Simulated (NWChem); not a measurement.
System: C3H9F3Si2; SMILES C[Si](C)(C)[Si](F)(F)F

Here is an NWChem input.

```
start job
memory heap 200 mb stack 900 mb global 1100 mb
geometry units angstroms
  C      1.603684    -0.812958    -1.774526
  Si     0.000000     0.000000    -1.181187
  C     -0.097800     1.795310    -1.774526
  C     -1.505884    -0.982352    -1.774526
  Si     0.000000     0.000000     1.153990
  F     -1.324250     0.671126     1.772345
  F      1.243337     0.811271     1.772345
  F      0.080912    -1.482397     1.772345
  H      2.487347    -0.267503    -1.424600
  H      1.635775    -0.829415    -2.871177
  H      1.686268    -1.847973    -1.424171
  H      0.757258     2.384337    -1.424171
  H     -1.012009     2.287858    -1.424600
  H     -0.099593     1.831330    -2.871177
  H     -1.536182    -1.001915    -2.871177
  H     -1.475338    -2.020354    -1.424600
  H     -2.443526    -0.536364    -1.424171
end
basis spherical
  * library 3-21g
end
dft
  xc b3lyp
  iterations 150
end
driver
  maxiter 120
end
task dft optimize
```

Excerpt of the output:

```
             Northwest Computational Chemistry Package (NWChem) 7.3.0
             --------------------------------------------------------

 C3V symmetry detected

                             Geometry "geometry" -> ""
                             -------------------------

 Output coordinates in angstroms (scale by  1.889725989 to convert to a.u.)

  No.       Tag          Charge          X              Y              Z
 ---- ---------------- ---------- -------------- -------------- --------------
    1 C                    6.0000     1.27135807     1.27135807    -1.75466313
    2 Si                  14.0000     0.00000000    -0.00000000    -1.16132413
    3 C                    6.0000    -1.73670742     0.46534935    -1.75466313
    4 C                    6.0000     0.46534935    -1.73670742    -1.75466313
    5 Si                  14.0000     0.00000000     0.00000000     1.17385287
    6 F                    9.0000    -1.04977325    -1.04977325     1.79220787
    7 F                    9.0000    -0.38424368     1.43401693     1.79220787
    8 F                    9.0000     1.43401693    -0.38424368     1.79220787
    9 H                    1.0000     1.02786430     2.28078364    -1.40452263
   10 H                    1.0000     1.29685942     1.29685942    -2.85131413
   11 H                    1.0000     2.28078364     1.02786430    -1.40452263
   12 H                    1.0000    -2.03054841     1.46128442    -1.40452263
   13 H                    1.0000    -2.48914872    -0.25023522    -1.40452263
   14 H                    1.0000    -1.77154291     0.47468349    -2.85131413
   15 H                    1.0000     0.47468349    -1.77154291    -2.85131413
   16 H                    1.0000     1.46128442    -2.03054841    -1.40452263
   17 H                    1.0000    -0.25023522    -2.48914872    -1.40452263

 Effective nuclear repulsion energy (a.u.)     589.6547971746

      Symmetry information
      --------------------

 Group name             C3v
 Group number             17
 Group order               6
 No. of unique centers     6

                                Z-matrix (autoz)
                                --------

 Units are Angstrom for bonds and degrees for angles

[...]

      ----------------------
      Optimization converged
      ----------------------

  Step       Energy      Delta E   Gmax     Grms     Xrms     Xmax
  ---- ---------------- -------- -------- -------- -------- --------
@    7    -993.16134809 -2.0D-07  0.00008  0.00001  0.00018  0.00067
                                     ok       ok       ok       ok

                                Z-matrix (autoz)
                                --------

 Units are Angstrom for bonds and degrees for angles

[...]
```

Level: B3LYP/3-21G.
